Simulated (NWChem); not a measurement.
Everything below was run with NWChem. System: BI2, charge 0, spin multiplicity 2, at a geometry optimised with UB3LYP/def2-SVP with def2 effective core potentials on I. The structure started from a generated list of species. Its SCF solution wasn't tested for a lower state. Level: UMP2/def2-SVP with def2 effective core potentials on I, 9 core orbitals frozen.

The NWChem input:

```
start mol
memory heap 200 mb stack 900 mb global 1100 mb
geometry units angstroms nocenter noautoz
  I      1.905929     0.000000    -0.041152
  B      0.000000     0.000000     0.872429
  I     -1.905929     0.000000    -0.041152
  symmetry group C2v
end
basis spherical
  * library def2-svp
end
ecp
  I library def2-ecp
end
scf
  uhf
  nopen 1
  maxiter 100
  thresh 1e-7
  semidirect memsize 60000000 filesize 0
  # guess.movecs holds the orbitals of an unrestricted PBE0 run
  vectors input guess.movecs output mol.movecs
end
mp2
  freeze core 9
end
task mp2 energy
```

Part of the output:

```
             Northwest Computational Chemistry Package (NWChem) 7.3.0
             --------------------------------------------------------

                                NWChem Input Module
                                -------------------

 Scaling coordinates for geometry "geometry" by  1.889725989
 (inverse scale =  0.529177249)

 Turning off AUTOSYM since
 SYMMETRY directive was detected!

                             Geometry "geometry" -> ""
                             -------------------------

 Output coordinates in angstroms (scale by  1.889725989 to convert to a.u.)

  No.       Tag          Charge          X              Y              Z
 ---- ---------------- ---------- -------------- -------------- --------------
    1 I                   53.0000     1.90592900     0.00000000    -0.04115200
    2 B                    5.0000     0.00000000     0.00000000     0.87242900
    3 I                   53.0000    -1.90592900     0.00000000    -0.04115200

 Effective nuclear repulsion energy (a.u.)     522.6530480555

            Nuclear Dipole moment (a.u.)
            ----------------------------
        X                 Y               Z
 ---------------- ---------------- ----------------
     0.0000000000     0.0000000000     0.0000623610

      Symmetry information
      --------------------

 Group name             C2v
 Group number             16
 Group order               4
 No. of unique centers     2

      Symmetry unique atoms

     1    2


 Summary of "ao basis" -> "" (spherical)
 ------------------------------------------------------------------------------
       Tag                 Description            Shells   Functions and Types
 ---------------- ------------------------------  ------  ---------------------
 *                          def2-svp                  on all atoms

 Summary of "ao basis" -> "ao basis" (spherical)
 ------------------------------------------------------------------------------
       Tag                 Description            Shells   Functions and Types
 ---------------- ------------------------------  ------  ---------------------
 I                          def2-svp                10       26   4s4p2d
 B                          def2-svp                 6       14   3s2p1d

                                 NWChem SCF Module
                                 -----------------

  ao basis        = "ao basis"
  functions       =    66
  atoms           =     3
  alpha electrons =    28
  beta  electrons =    27
  charge          =   0.00
  wavefunction    = UHF
  use symmetry    = T
  symmetry adapt  = T

 Summary of "ao basis" -> "ao basis" (spherical)
 ------------------------------------------------------------------------------
       Tag                 Description            Shells   Functions and Types
 ---------------- ------------------------------  ------  ---------------------
 I                          def2-svp                10       26   4s4p2d
 B                          def2-svp                 6       14   3s2p1d

      Symmetry analysis of basis
      --------------------------

        a1         25
        a2          9
        b1         21
        b2         11

 Forming initial guess at       0.1s

   Symmetry analysis of molecular orbitals - initial alpha
   -------------------------------------------------------

  Numbering of irreducible representations:

     1 a1          2 a2          3 b1          4 b2

  Orbital symmetries:

     1 a1          2 b1          3 a1          4 b1          5 a1
     6 a2          7 b2          8 b1          9 a1         10 a1
    11 b1         12 b2         13 a2         14 a1         15 b1
    16 a2         17 b2         18 b1         19 a1         20 a1
    21 b1         22 a1         23 b1         24 a1         25 b2
    26 a2         27 b1         28 a1         29 b2         30 a1
    31 b1         32 a1         33 b1         34 a1         35 b2
    36 b1         37 a1         38 a2

   Symmetry analysis of molecular orbitals - initial beta
   ------------------------------------------------------

  Numbering of irreducible representations:

     1 a1          2 a2          3 b1          4 b2

  Orbital symmetries:

     1 b1          2 a1          3 a1          4 b1          5 a1
     6 a2          7 b2          8 b1          9 a1         10 a1
    11 b1         12 b2         13 a2         14 a1         15 b1
    16 a2         17 b2         18 b1         19 a1         20 a1
    21 b1         22 a1         23 b1         24 b2         25 a1
    26 a2         27 b1         28 a1         29 b2         30 a1
    31 b1         32 a1         33 b1         34 b2         35 b1
    36 a1         37 a1         38 a2

 Starting SCF solution at       0.1s

 ----------------------------------------------
         Quadratically convergent UHF

 Convergence threshold     :          1.000E-07
 Maximum no. of iterations :          100
 Integral*density screening:          1.000E-09
 ----------------------------------------------

              iter       energy          gnorm     gmax       time
             ----- ------------------- --------- --------- --------
                 1     -617.9392871781  3.28D-01  4.79D-02      0.7
                 2     -617.9557033298  1.26D-02  3.82D-03      0.8
                 3     -617.9557814411  1.15D-04  3.88D-05      1.0
                 4     -617.9557814474  7.74D-09  2.41D-09      1.3

       Final UHF  results
       ------------------

         Total SCF energy =   -617.955781447391
      One electron energy =  -1365.525954773260
      Two electron energy =    598.212493559003
[...]
    13      0.379223  1 I  pz                53      0.379223  3 I  pz
    16      0.333620  1 I  pz                56      0.333620  3 I  pz
    10     -0.153705  1 I  pz                50     -0.153705  3 I  pz
    11      0.150465  1 I  px                51     -0.150465  3 I  px

 Vector   26  Occ=1.000000D+00  E=-3.852241D-01  Symmetry=a2
              MO Center= -7.8D-13, -9.9D-16, -2.3D-02, r^2= 5.6D+00
   Bfn.  Coefficient  Atom+Function         Bfn.  Coefficient  Atom+Function
  ----- ------------  ---------------      ----- ------------  ---------------
    12      0.431631  1 I  py                52     -0.431631  3 I  py
    15      0.400352  1 I  py                55     -0.400352  3 I  py
     9     -0.175162  1 I  py                49      0.175162  3 I  py

 Vector   27  Occ=1.000000D+00  E=-3.750129D-01  Symmetry=b1
              MO Center= -1.7D-13, -1.0D-15,  4.9D-03, r^2= 5.7D+00
   Bfn.  Coefficient  Atom+Function         Bfn.  Coefficient  Atom+Function
  ----- ------------  ---------------      ----- ------------  ---------------
    13      0.353029  1 I  pz                53     -0.353029  3 I  pz
    16      0.319995  1 I  pz                56     -0.319995  3 I  pz
    11      0.265740  1 I  px                51      0.265740  3 I  px
    14      0.249345  1 I  px                54      0.249345  3 I  px

 Vector   28  Occ=0.000000D+00  E= 5.444136D-02  Symmetry=a1
              MO Center=  1.3D-13, -9.6D-17,  1.0D+00, r^2= 4.1D+00
   Bfn.  Coefficient  Atom+Function         Bfn.  Coefficient  Atom+Function
  ----- ------------  ---------------      ----- ------------  ---------------
    29      0.991514  2 B  s                 16     -0.335309  1 I  pz
    56     -0.335309  3 I  pz                14      0.305067  1 I  px
    35      0.305287  2 B  pz                54     -0.305067  3 I  px
    28      0.261292  2 B  s                 32     -0.218836  2 B  pz
     4     -0.214552  1 I  s                 44     -0.214552  3 I  s

 Vector   29  Occ=0.000000D+00  E= 5.988429D-02  Symmetry=b2
              MO Center= -2.6D-13,  1.9D-15,  6.8D-01, r^2= 3.6D+00
   Bfn.  Coefficient  Atom+Function         Bfn.  Coefficient  Atom+Function
  ----- ------------  ---------------      ----- ------------  ---------------
    34      0.762840  2 B  py                31     -0.431225  2 B  py
    15     -0.354692  1 I  py                55     -0.354692  3 I  py

 Vector   30  Occ=0.000000D+00  E= 1.327703D-01  Symmetry=a1
              MO Center= -1.3D-13,  6.0D-16,  3.3D-01, r^2= 5.8D+00
   Bfn.  Coefficient  Atom+Function         Bfn.  Coefficient  Atom+Function
  ----- ------------  ---------------      ----- ------------  ---------------
    29      1.252401  2 B  s                 35     -0.984204  2 B  pz
    14      0.875834  1 I  px                54     -0.875834  3 I  px
     4     -0.746096  1 I  s                 44     -0.746096  3 I  s
    28      0.408274  2 B  s                 32      0.355991  2 B  pz

 center of mass
 --------------
 x =   0.00000000 y =   0.00000000 z =  -0.00599130

 moments of inertia (a.u.)
 ------------------
          31.449251601262           0.000000000000           0.000000000000
           0.000000000000        3323.784825609638           0.000000000000
           0.000000000000           0.000000000000        3292.335574008376

  Mulliken analysis of the total density
  --------------------------------------

    Atom       Charge   Shell Charges
 -----------   ------   -------------------------------------------------------
    1 I   25    25.09   1.83  0.22  1.21  0.70  2.93  3.12  2.59  2.45  9.82  0.22
    2 B    5     4.83   1.99  0.94  0.21  1.21  0.42  0.06
    3 I   25    25.09   1.83  0.22  1.21  0.70  2.93  3.12  2.59  2.45  9.82  0.22

  Mulliken analysis of the alpha density
  --------------------------------------

    Atom       Charge   Shell Charges
 -----------   ------   -------------------------------------------------------
    1 I   25    12.56   0.91  0.11  0.61  0.35  1.46  1.56  1.31  1.22  4.91  0.11
    2 B    5     2.88   1.00  0.57  0.16  0.82  0.30  0.03
    3 I   25    12.56   0.91  0.11  0.61  0.35  1.46  1.56  1.31  1.22  4.91  0.11

   Mulliken analysis of the beta density
   -------------------------------------

    Atom       Charge   Shell Charges
 -----------   ------   -------------------------------------------------------
    1 I   25    12.53   0.91  0.11  0.60  0.35  1.47  1.56  1.28  1.23  4.91  0.11
    2 B    5     1.95   1.00  0.37  0.05  0.39  0.12  0.03
    3 I   25    12.53   0.91  0.11  0.60  0.35  1.47  1.56  1.28  1.23  4.91  0.11

   Mulliken analysis of the spin density
   -------------------------------------

    Atom       Charge   Shell Charges
 -----------   ------   -------------------------------------------------------
    1 I   25     0.04  -0.00  0.00  0.00 -0.00 -0.00  0.00  0.03 -0.00 -0.00  0.00
    2 B    5     0.93   0.00  0.20  0.11  0.44  0.19 -0.00
    3 I   25     0.04  -0.00  0.00  0.00 -0.00 -0.00  0.00  0.03 -0.00 -0.00  0.00

       Multipole analysis of the density wrt the origin
       ------------------------------------------------

     L   x y z        total         alpha         beta         nuclear
     -   - - -        -----         -----         ----         -------
     0   0 0 0     -0.000000    -28.000000    -27.000000     55.000000

     1   1 0 0      0.000000     -0.000000      0.000000      0.000000
     1   0 1 0      0.000000      0.000000     -0.000000      0.000000
     1   0 0 1     -0.078525     -3.356150     -1.077334      4.354959

     2   2 0 0    -43.193460   -347.565597   -344.234088    648.606225
     2   1 1 0     -0.000000     -0.000000     -0.000000      0.000000
     2   1 0 1     -0.000000     -0.000000      0.000000      0.000000
     2   0 2 0    -44.578065    -22.844905    -21.733159      0.000000
     2   0 1 1      0.000000      0.000000      0.000000      0.000000
     2   0 0 2    -45.834707    -34.100615    -25.626732     13.892641

                   NWChem MP2 Semi-direct Energy/Gradient Module
                   ---------------------------------------------

  Basis functions       =     66
  Molecular orbitals    =     66
  Frozen core           =      9
  Frozen virtuals       =      0
  Active alpha occupied =     19
  Active beta occupied  =     18
  Active alpha virtual  =     38
  Active beta virtual   =     39
  Use MO symmetry       = T
  Use skeleton AO sym   = T

  AO/Fock/Back tols     =   1.0D-09  1.0D-09  1.0D-09

 GA uses MA = F    GA memory limited = T

 Available:
  local mem=  1.26D+08
 global mem=  1.44D+08
 local disk=  0.00D+00
  mp2_memr nvloc                    38
  nvloc new                    38
   1 passes of  19:        3145728                      27297                   5192062.
   1 passes of  19: M    126148802           G      144170488           F     123003074.

 Semi-direct pass number   1 of   1  for UHF alpha       at        1.4s
  vrange nnbf                  2112
  mp2_eaftype                    19  avail_ma_in_mb                  1099
 EAF : mp2_eaftype filesize          19    2596031.
  mp2_eaf for mointskh                     19
Node 0 wrote     12.2 Mb in      0.0 s     Agg I/O rate:   584.0 Mb/s
 Done moints_semi at        2.6s
  mp2_eaftype                    19  avail_ma_in_mb                  1080
 EAF : mp2_eaftype filesize          19    2596031.
  mp2_eaf for kh                    19
 Done maket at        2.7s
 Done multipass loop at        2.7s

 GA uses MA = F    GA memory limited = T

 Available:
  local mem=  1.26D+08
 global mem=  1.44D+08
 local disk=  0.00D+00
  mp2_memr nvloc                    39
  nvloc new                    39
   1 passes of  18:        3145728                      26787                   5048446.
   1 passes of  18: M    126148802           G      144170488           F     123003074.

 Semi-direct pass number   1 of   1  for UHF beta        at        2.7s
  vrange nnbf                  2112
  mp2_eaftype                    19  avail_ma_in_mb                  1099
 EAF : mp2_eaftype filesize          19    2524223.
  mp2_eaf for mointskh                     19
Node 0 wrote     11.9 Mb in      0.0 s     Agg I/O rate:   773.6 Mb/s
 Done moints_semi at        4.0s
  mp2_eaftype                    19  avail_ma_in_mb                  1080
 EAF : mp2_eaftype filesize          19    2524223.
  mp2_eaf for kh                    19
 Done maket at        4.1s
 Done multipass loop at        4.1s

          -------------------------------------------
          SCF energy                -617.955781447391
          Correlation energy          -0.298600445898
          Singlet pairs                0.000000000000
          Triplet pairs                0.000000000000
          Total MP2 energy          -618.254381893289
          -------------------------------------------

          ---------------------------------------------------
                    Spin Component Scaled (SCS) MP2
          Same spin pairs                     -0.091630031254
          Same spin scaling factor             0.333333333333
          Opposite spin pairs                 -0.206970414644
          Opposite spin scaling fact.          1.200000000000
          SCS-MP2 correlation energy          -0.278907841324
          Total SCS-MP2 energy              -618.234689288715
          ---------------------------------------------------

 -----------------------
 Performance information
 -----------------------

 Timer overhead =  1.72D-07 seconds/call

               Nr. of calls         CPU time (s)                 Wall time (s)                GFlops
             ---------------    -------------------     ------------------------------   -------------------
Name         Min   Avg   Max    Min     Avg     Max     Min     Avg     Max   Mx/calls   Min     Max     Sum
mp2: moin     2     2     2    2.6     2.6     2.6      2.6     2.6     2.6     1.3      0.0     0.0     0.0
mp2: make     2     2     2   0.12    0.12    0.12     0.12    0.12    0.12    5.80E-2   0.0     0.0     0.0
mp2: tota     1     1     1    2.7     2.7     2.7      2.7     2.7     2.7     2.7      0.0     0.0     0.0

 The average no. of pstat calls per process was 5.00D+00
 with a timing overhead of 8.62D-07s

 Task  times  cpu:        4.0s     wall:        4.0s

 Total times  cpu:        4.1s     wall:        4.1s
```
